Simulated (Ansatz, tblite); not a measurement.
Removing an electron: GeCl₃⁻. The state is a singlet with charge -1. Geometry: PBE0-D4/def2-SVPD. Ansatz, gas phase; energy differences of separate SCF runs; the oxidised species was run as a doublet alone.

```xyz
4

Ge   -0.139   -0.852   -0.008
Cl    0.416    0.206    1.987
Cl   -1.835    0.597   -0.663
Cl    1.558    0.049   -1.317
```

The xTB rows come from tblite. The structure comes from a short search, and lower isomers may exist.

```csv
level,−HOMO (eV),vertical IE (eV),−LUMO (eV),HOMO–LUMO gap (eV)
GFN1-xTB,5.77,8.48,0.81,4.96
GFN2-xTB,6.32,8.92,0.49,5.84
PBE-D4/def2-TZVPD,1.59,4.24,-2.80,4.39
r2SCAN-D4/def2-TZVPD,1.80,4.33,-3.16,4.96
PBE0-D4/def2-TZVPD,2.58,4.42,-3.47,6.04
```

  Raw xTB energy differences between charge states are shifted by several eV; the methods need an empirical correction for them.
